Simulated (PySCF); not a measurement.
TDDFT excited states: C8H8

1-cyclopropylpenta-1,3-diyne, C₈H₈.
SMILES: `CC#CC#CC1CC1`

Method used: PySCF 2.14.0, density-fitted response routines, TDDFT CAM-B3LYP/def2-SVPD, vertical, gas phase, core orbitals frozen in the response. Isolated species at its PBE0-D3(BJ)/def2-SVP geometry, gas phase.

Question: What does the calculation give for the low-lying excited states?

Answer: 

```tsv
state	E (eV)	E (hartree)	f	main configurations (H = HOMO, L = LUMO)
S1	4.48	0.1645	0.0002	H→L (86%)
S2	4.76	0.1751	0.0073	H→L+1 (50%), H-1→L (43%)
S3	4.86	0.1787	0.0006	H-1→L+1 (90%)
S4	6.31	0.2321	0.0008	H→L+2 (77%), H→L+6 (10%)
S5	6.55	0.2406	0.0037	H-1→L+2 (81%), H-1→L+6 (10%)
S6	6.83	0.2509	0.0060	H→L+3 (56%), H-2→L (23%)
S7	7.02	0.2580	0.0034	H-2→L (38%), H→L+3 (17%), H→L+6 (12%)
S8	7.12	0.2616	1.353	H-1→L (32%), H-1→L+3 (26%), H→L+1 (23%)
S9	7.19	0.2643	0.525	H-1→L+3 (36%), H-2→L+1 (18%), H→L+1 (10%)
S10	7.37	0.2708	0.0003	H-3→L+1 (31%), H→L+4 (18%), H→L+6 (18%)
```

Triplets, Tamm–Dancoff:

```
state  E (eV)  λ (nm)  main configurations (H = HOMO, L = LUMO)
   T1    3.75   330.3                  H→L+1 (52%), H-1→L (37%)
   T2    4.09   303.0                  H→L (68%), H-1→L+1 (21%)
   T3    4.14   299.5                  H-1→L (50%), H→L+1 (40%)
   T4    4.68   265.0                  H-1→L+1 (73%), H→L (21%)
```

The lowest singlet comes at 277 nm (432 kJ/mol) in the ultraviolet; it is dark (f under 0.0005); its leading configuration is HOMO→LUMO (86%). The strongest level in the table is S8 at 7.12 eV (174 nm, f = 1.353). Löwdin shares by element: HOMO carbon 76% or more (atoms not listed hold the other 24%); LUMO carbon 66% or more (atoms not listed hold the other 34%). Weighted by f, the mean energy of these states is 7.13 eV. The oscillator strengths of these states sum to 1.900; summed over the whole spectrum of an exact calculation they would give the number of electrons, 56 (Thomas–Reiche–Kuhn). Of the 10 states listed, 2 reach f = 0.01 and 2 stay under 0.0005. The vertical ionisation energy (ΔSCF) is 8.36 eV, 0.99 eV above S10. Singlets were solved by full linear response, triplets in the Tamm–Dancoff approximation.
